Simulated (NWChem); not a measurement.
Species: SiH₃OBr; SMILES [SiH2](O)Br

```xyz
6

Si    -0.5115    -1.0678    -0.0176
O      0.8179    -2.0452    -0.1050
Br     0.0583     1.0899    -0.0340
H     -1.3164    -1.3486    -1.2287
H     -1.2823    -1.2741     1.2402
H      1.4637    -1.9888     0.6060
```
Atoms are numbered in this order, from 1.

All runs: NWChem. Pople sets run with spherical d functions. The geometry was optimised at PBE0/def2-SVP. Vzz is the largest principal value of the second derivative of the potential at the nucleus (NWChem prints the opposite sign); η is the asymmetry. Non-relativistic.

Problem. Order these runs by computing time, cheapest first, and give rough ratios: PBE0/def2-TZVP; PBE0/cc-pVTZ; PBE/def2-SVP.

Solution. PBE/def2-SVP (1), PBE0/def2-TZVP (6), PBE0/cc-pVTZ (20). Ratios are rough, from one shared machine; the cheapest took about 12 core-seconds (a rough figure). What differs between the cheapest and the dearest: Vzz O2 (a.u.) 1.377 → 1.360; η O2 0.59 → 0.60; Vzz Br3 (a.u.) 4.024 → 3.873; η Br3 0.13 → 0.11.
